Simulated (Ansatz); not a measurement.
Gas-phase electronic energies from Ansatz, PBE0-D4/def2-TZVP geometries. CCSD(T)/CBS is the MP2 limit (def2-TZVPP, def2-QZVPP) plus CCSD(T) − MP2 in def2-TZVPP, frozen cores. Functionals use def2-TZVPP. def2 core potentials past Kr. For Sn outer-core shells are correlated without core-valence functions, which leaves a few kJ/mol of doubt a bond. One conformer a species, not always the lowest.

Consider the substitution at a C–C bond: `C[CH](C)[Al]([F])[F]` + `[CH3][SnH]([NH2])[OH]` → `C[O][SnH]([CH3])[NH2]` + `C[CH2][Al]([F])[F]`.

| species | ωB97M-V energy (Eh) |
| --- | --- |
| `C[CH](C)[Al]([F])[F]` | -560.82415 |
| `[CH3][SnH]([NH2])[OH]` | -386.56799 |
| `C[O][SnH]([CH3])[NH2]` | -425.85106 |
| `C[CH2][Al]([F])[F]` | -521.52267 |

(1) Work out ΔE.

Largest T1 diagnostic among the species: 0.012.

Answers

(1) ΔE = (-425.85106) + (-521.52267) − (-560.82415) − (-386.56799) = 0.01841 Eh = +0.50 eV. CCSD(T)/CBS gives +0.52 eV.

In def2-TZVPP, CCSD(T) changes the Hartree–Fock value by +0.12 eV (the triples alone add +0.01 eV) and MP2 by +0.18 eV.
